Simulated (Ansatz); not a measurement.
MoH3, SMILES [MoH3] (connectivity only; charge and spin as stated), neutral, multiplicity 4. Atoms are numbered in the order given.

```xyz
4

Mo     0.0000     0.0000     0.0000
H      1.7114     0.0000     0.0000
H     -0.8557     1.4821     0.0000
H     -0.8557    -1.4821     0.0000
```
Charge 0, spin multiplicity 4.

Coordinates come from a B3LYP-D3(BJ)/def2-TZVPD optimisation. The multiplicity is an assumed one; other spin states were not compared. The def2 effective core potentials stand for the cores of Mo; spin–orbit coupling is left out.

Two levels are set side by side: PBE-D3(BJ)/def2-TZVPD (Ansatz, a program for electronic structure) and B3LYP-D3(BJ)/def2-TZVPD (Ansatz). Each level has its own optimised geometry; the coordinates shown are those of the second. Differences are taken from unrounded values.

```tsv
quantity	B3LYP-D3(BJ)	PBE-D3(BJ)	PBE-D3(BJ) minus B3LYP-D3(BJ)
mean bond length (Å)	1.711	1.709	-0.002
bond Mo1–H2 (Å)	1.711	1.709	-0.002
bond Mo1–H3 (Å)	1.711	1.709	-0.002
bond Mo1–H4 (Å)	1.711	1.709	-0.002
```

On these quantities the two levels nearly agree.
